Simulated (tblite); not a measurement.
Species: C7H14Ge.
SMILES with atom numbers: `[CH3:1][C:2]#[C:3][CH2:4][Ge@@H:5]([CH3:6])[CH2:7][CH3:8]` (hydrogens: H9, H10, H11 on C1; H12, H13 on C4; H14 on Ge5; H15, H16, H17 on C6; H18, H19 on C7; H20, H21, H22 on C8)

Computed with GFN2-xTB (tblite), gas phase: L-BFGS steps from a force-field or distance-geometry start until the largest atomic force falls under 0.01 eV/Å.

Step 13: E = -652.2464 eV
```
atom  x, y, z in Å  |  force x, y, z in eV/Å
C1      3.2780   -1.6134    0.6236    0.008  -0.016  -0.003
C2      2.1916   -0.6752    0.8121   -0.031   0.033   0.013
C3      1.3089    0.1136    1.0049   -0.002   0.018   0.018
C4      0.2223    1.0452    1.1919   -0.048   0.012  -0.010
Ge5    -1.0333    0.9520   -0.3751    0.008   0.016   0.026
C6     -0.0855    1.5427   -2.0073    0.010   0.008   0.003
C7     -1.6723   -0.9208   -0.5930    0.021   0.028   0.002
C8     -2.4071   -1.4125    0.6447   -0.021  -0.026   0.010
H9      4.1044   -1.1298    0.1039    0.018   0.010  -0.010
H10     2.9410   -2.4645    0.0327   -0.005  -0.022  -0.016
H11     3.6322   -1.9745    1.5887    0.017  -0.012   0.021
H12     0.6187    2.0594    1.2831   -0.008  -0.024   0.000
H13    -0.3091    0.8085    2.1182    0.018   0.020  -0.062
H14    -2.2264    1.8663   -0.0957    0.049  -0.009   0.001
H15     0.7634    0.8837   -2.1707    0.011   0.025  -0.030
H16     0.2859    2.5592   -1.9113   -0.011  -0.016  -0.006
H17    -0.7320    1.4939   -2.8785    0.013   0.005   0.000
H18    -0.7992   -1.5479   -0.7849   -0.038  -0.013   0.014
H19    -2.3184   -0.9953   -1.4692    0.001   0.007   0.029
H20    -3.2566   -0.7666    0.8598   -0.016  -0.008   0.013
H21    -1.7422   -1.3987    1.5056    0.000  -0.015   0.021
H22    -2.7747   -2.4290    0.5159    0.006  -0.022  -0.033
```

Step 14: E = -652.2472 eV
```
atom  x, y, z in Å  |  force x, y, z in eV/Å
C1      3.2773   -1.6128    0.6238    0.016  -0.022  -0.002
C2      2.1913   -0.6751    0.8128   -0.032   0.035   0.013
C3      1.3088    0.1141    1.0043    0.003   0.020   0.032
C4      0.2228    1.0458    1.1918   -0.045   0.023  -0.020
Ge5    -1.0301    0.9516   -0.3755   -0.016   0.033   0.010
C6     -0.0843    1.5440   -2.0093    0.008   0.000   0.003
C7     -1.6722   -0.9199   -0.5918   -0.002   0.007   0.019
C8     -2.4079   -1.4137    0.6447   -0.021  -0.022   0.026
H9      4.1037   -1.1297    0.1046    0.029   0.021  -0.023
H10     2.9411   -2.4640    0.0337   -0.016  -0.037  -0.034
H11     3.6327   -1.9751    1.5873    0.018  -0.013   0.046
H12     0.6184    2.0602    1.2840   -0.002  -0.022  -0.004
H13    -0.3101    0.8102    2.1169    0.014   0.008  -0.047
H14    -2.2227    1.8669   -0.0940    0.051  -0.013  -0.004
H15     0.7654    0.8859   -2.1735    0.006   0.028  -0.029
H16     0.2864    2.5607   -1.9131   -0.014  -0.019  -0.004
H17    -0.7311    1.4950   -2.8808    0.018   0.004   0.013
H18    -0.8014   -1.5501   -0.7823   -0.026  -0.009   0.000
H19    -2.3207   -0.9954   -1.4659    0.010   0.016   0.011
H20    -3.2590   -0.7709    0.8622   -0.014   0.008   0.006
H21    -1.7438   -1.4016    1.5062    0.003  -0.015   0.023
H22    -2.7748   -2.4299    0.5131    0.010  -0.031  -0.034
```

**Question.** Estimate the geometry and energy of step 15. (The exact step hangs on the optimiser's Hessian estimate; all steps are aligned on step 14, rigid shifts and turns removed.)

**Answer.** E = -652.2479 eV, largest force 0.055 eV/Å
```
atom  x, y, z in Å  |  force x, y, z in eV/Å
C1      3.2768   -1.6125    0.6240    0.018  -0.019   0.002
C2      2.1907   -0.6746    0.8139   -0.016   0.021   0.011
C3      1.3085    0.1151    1.0042    0.011   0.017   0.040
C4      0.2227    1.0469    1.1911   -0.023   0.024  -0.030
Ge5    -1.0266    0.9517   -0.3760   -0.035   0.034  -0.016
C6     -0.0828    1.5454   -2.0116    0.004  -0.011   0.004
C7     -1.6723   -0.9187   -0.5901   -0.028  -0.016   0.038
C8     -2.4091   -1.4154    0.6452   -0.016  -0.014   0.035
H9      4.1033   -1.1292    0.1050    0.024   0.021  -0.026
H10     2.9408   -2.4640    0.0343   -0.019  -0.034  -0.039
H11     3.6336   -1.9759    1.5866    0.013  -0.007   0.052
H12     0.6182    2.0607    1.2850    0.006  -0.008  -0.009
H13    -0.3112    0.8123    2.1146   -0.001  -0.007  -0.019
H14    -2.2174    1.8674   -0.0921    0.042  -0.008  -0.008
H15     0.7679    0.8889   -2.1774    0.003   0.026  -0.026
H16     0.2867    2.5624   -1.9152   -0.013  -0.013   0.000
H17    -0.7298    1.4965   -2.8833    0.018   0.002   0.023
H18    -0.8045   -1.5529   -0.7791   -0.012  -0.002  -0.014
H19    -2.3233   -0.9951   -1.4619    0.018   0.026  -0.007
H20    -3.2621   -0.7759    0.8652   -0.008   0.018  -0.002
H21    -1.7458   -1.4053    1.5075    0.000  -0.018   0.021
H22    -2.7747   -2.4315    0.5091    0.014  -0.032  -0.029
```

The energy changes by -0.0008 eV. The first-order estimate −F·Δx gives -0.0011 eV and the mean of the old and new forces, exact on a quadratic surface, -0.0008 eV. The step makes an angle of 68° with the force vector and moves no atom by more than 0.007 Å.

The cost below is that of the whole relaxation. Time: 3.2 s wall, 1.4 s CPU. Hardware: one thread, Intel Xeon at 2.50 GHz (x86_64), shared host with 64 logical CPUs at a one-minute load of 61.
